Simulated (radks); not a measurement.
The osmium anion Os- inside a hard spherical wall (all orbitals vanish at R), configuration held at [Xe] 4f14 5d7 6s2 and not refilled when levels cross. Method: scalar-relativistic Kohn-Sham, PBEsol, spin-unpolarised, spherical densities, finite nucleus; Fermi nuclear charge, rms radius 5.4126 fm; computed with a radial shooting solver on a logarithmic mesh with Libxc functionals. Eigenvalues in eV, with the zero of energy where the potential of the charges vanishes at infinity; a dash marks a level that is unbound or too diffuse for the functional's potential to be trusted. A positive occupied level is held by the wall or, in an anion where self-interaction has pushed it up, behind a barrier. The pressure on the wall is -dE/dV.

R (bohr)  E (hartree)  kinetic (hartree)    e(4f)    e(5p)   e(6s)   e(5d)  e(7s, empty)  e(6p, empty)  pressure (GPa)
20        -17245.8643          19105.080  -43.548  -42.511   0.202   1.420         2.308         2.410        < 0.0001
12        -17245.8635          19105.085  -43.433  -42.396   0.290   1.528         4.331         3.523         0.00864
5         -17245.6154          19106.211  -37.994  -37.162   5.180   6.236        29.604        11.971            25.3
4         -17245.0693          19108.329  -31.830  -31.566  11.922  11.472        55.258        21.628             145
2.5       -17238.5725          19131.558    0.409   -4.545  66.520  42.391        212.73        92.183            4960
1.5       -17177.1474          19330.982   114.54   117.03  393.18  194.61        899.81        457.31          200000
